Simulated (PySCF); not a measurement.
## Os3 at several levels of theory

Computed with PySCF 2.14.0 (density fitting, no spin-orbit coupling) at the geometry relaxed with BP86:

```xyz
3
Os3 (triplet)
Os    0.0000    0.0000    2.2213
Os    0.0000    0.0000    0.0000
Os    0.0000    0.0000   -2.2213
```

| level | basis | state | HOMO (eV) | gap (eV) | charge on Os1 (e) | dipole about the centre of mass (D) | largest force component (eV/Å) |
| --- | --- | --- | --- | --- | --- | --- | --- |
| BP86 | Os def2-SVP with ECP60 | triplet | -5.07 | 0.17 | 0.06 | 0.00 | 0.16 |
| wB97X | the same | triplet | -6.36 | 3.89 | 0.03 | 0.00 | 1.44 |
| HF | the same | triplet | -4.72 | 3.51 | 0.10 | 0.00 | 3.86 |
| B3LYP | the same | triplet | -5.51 | 1.94 | 0.04 | 0.19 | 2.30 |

HOMO and gap are taken over both spins. Charges are Mulliken's, which hang on the basis. The relaxation used the grid (50, 194), these runs (75, 302) or, all-electron (x2c bases, spin-free X2C Hamiltonian), (99, 590).

**Question.** What does CAM-B3LYP with Os def2-SVP with ECP60 give here?

**Answer.** state triplet, HOMO (eV) -5.80, gap (eV) 2.65, charge on Os1 (e) 0.02, dipole about the centre of mass (D) 0.00, largest force component (eV/Å) 0.91. Time: 9.7 s on 2 threads of Arm Neoverse V1, on a shared host, from an already converged density.

No frequency check is given that shows the relaxed geometry to be a minimum. The relaxed state is spin-contaminated (spin squared 3.14 against 2.00). Open shells may have lower solutions than the one found.

A gap near or under zero over both spins lies within a partly filled shell and is no excitation energy.

Some runs are spin-contaminated.
